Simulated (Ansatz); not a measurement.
Total energies of `[NH2][Cd][O][SiH3]`.

```xyz
9

N    -0.180    2.245   -2.014
Cd   -0.315    0.973   -0.479
O    -0.399   -0.325    0.988
Si    0.285   -1.755    1.325
H    -1.086    2.412   -2.437
H     0.165    3.150   -1.715
H     1.773   -1.658    1.431
H    -0.237   -2.262    2.624
H    -0.005   -2.781    0.277
```

Charge 0, multiplicity 1. Correlated methods include outer-core shells of Cd, which these sets cover unevenly. Cd takes the def2 core potential. The geometry is a stationary point of PBE0-D4/def2-TZVP. It is one conformer, not always the lowest. Basis def2-TZVPP, Ansatz 0.2.0.

RPA on PBE orbitals: Hartree–Fock energy of these orbitals -588.06339 Eh, correlation -1.91450 Eh (frozen core).

```tsv
functional	energy without D4 (Eh)	D4 term (kJ/mol)
B97M-V	-590.23821	–
ωB97X-V	-590.23285	–
```

(1) Give the same for LDA (SPW92), PBE, revPBE, BLYP, r2SCAN, PBE0, B3LYP, r2SCANh, r2SCAN0, HSE06 (plane-wave form), BHLYP, CAM-B3LYP, LC-ωPBE, ωB97M-V, B2PLYP, PBE-QIDH. (Estimate.)

B3LYP takes the VWN-RPA correlation (the form of Gaussian; ORCA's B3LYP/G). HSE06 is the plane-wave form, built on full-range PBE exchange. The double hybrids freeze the cores in their second-order part.

## Answers

(1) Ansatz gave: 
```tsv
functional	energy without D4 (Eh)	D4 term (kJ/mol)
LDA (SPW92)	-587.87952	–
PBE	-590.05012	-16.2
revPBE	-590.29482	-46.5
BLYP	-590.27566	-35.3
r2SCAN	-590.31407	-3.9
PBE0	-590.07080	-13.7
B3LYP	-590.43511	-26.4
r2SCANh	-590.28806	-4.2
r2SCAN0	-590.25067	-4.7
HSE06 (plane-wave form)	-590.05671	-12.9
BHLYP	-590.18820	-21.9
CAM-B3LYP	-590.28041	-14.1
LC-ωPBE	-590.20532	–
ωB97M-V	-590.21484	–
B2PLYP	-590.05870	–
PBE-QIDH	-589.92758	–
```

LC-ωPBE has ω = 0.4 bohr⁻¹.
